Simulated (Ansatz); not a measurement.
Mulliken charges of CH$_{5}$FO$_{2}$Ti (`[CH3][Ti]([OH])([OH])[F]`) from ωB97M-V/def2-TZVPP in Ansatz (PBE0-D4/def2-TZVP geometry).

```
atom   x (Å)   y (Å)   z (Å)  charge (e)
  C1  -1.346  -0.108  -0.563      -0.506
 Ti2   0.437   0.347   0.362       1.039
  O3   0.539  -0.751   1.766      -0.432
  O4   1.695   0.039  -0.856      -0.445
  F5   0.309   2.042   0.842      -0.373
  H6  -2.163   0.037   0.150       0.126
  H7  -1.489   0.551  -1.424       0.119
  H8  -1.339  -1.148  -0.900       0.120
  H9   1.065  -1.511   2.015       0.176
 H10   2.375   0.450  -1.388       0.177
```

By hand: the dipole of these point charges (1 e Å = 4.8032 D).

Σ q r = (0.030, -0.293, -0.185) e Å, of length 0.348 e Å = 1.67 D.

How does the dipole of the full density compare? (Best estimate.)

Ansatz gave: (0.365, -0.297, -0.201) e Å, 2.46 D; the point charges give 0.68 times that, at 41° from its direction.

Point charges leave out the atoms' own dipoles, such as those of lone pairs, and Mulliken's split depends on the basis, so the two needn't agree.
